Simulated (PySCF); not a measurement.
# Exercise with solution: entropy of an ideal gas

Ge(I)(SH) (GeHIS), SMILES [SH][Ge][I] (connectivity only; charge and spin as stated), neutral, multiplicity 1.

Geometry optimised at PBE0-D3(BJ)/def2-SVP. The def2 effective core potentials stand for the cores of I; spin–orbit coupling is left out. One conformer was computed; it need not be the lowest.

PBE0-D3(BJ)/def2-SVP in PySCF gives the harmonic wavenumbers 113, 236, 376, 394, 720, 2686 cm⁻¹ and the rotational temperatures 0.2585, 0.0532, 0.0441 K. The molar mass is 232.60 g/mol, the symmetry number 1, the spin multiplicity 1.

Q: Work out the entropy at 298.15 K and 1 atm in the rigid-rotor, harmonic-oscillator model.

A: 
Translation (Sackur–Tetrode at 1 atm): S = R[1.5 ln M + 2.5 ln T − 1.16487] = 176.7 J/(mol K).
Rotation: q = (√π/σ) T^1.5/√(θA θB θC) = 371000, S = R[ln q + 3/2] = 119.1 J/(mol K).
Vibration: with u = 1.4388 ν/T, each mode gives R[u/(e^u − 1) − ln(1 − e^−u)]:
| ν (cm⁻¹) | modes | u | S (J/(mol K)) |
|---|---|---|---|
| 113 | 1 | 0.55 | 13.46 |
| 236 | 1 | 1.14 | 7.67 |
| 376 | 1 | 1.81 | 4.42 |
| 394 | 1 | 1.90 | 4.12 |
| 720 | 1 | 3.47 | 1.19 |
The stiffer modes add less than 0.005 each. Sum 30.8 J/(mol K).
Spin: R ln 1 = 0.0 J/(mol K).
Total 326.6 J/(mol K); the program's own thermochemistry gives 326.7. Translation makes up 54 % and vibration 9 %. Anharmonicity, hindered rotation and orbital degeneracy are left out.
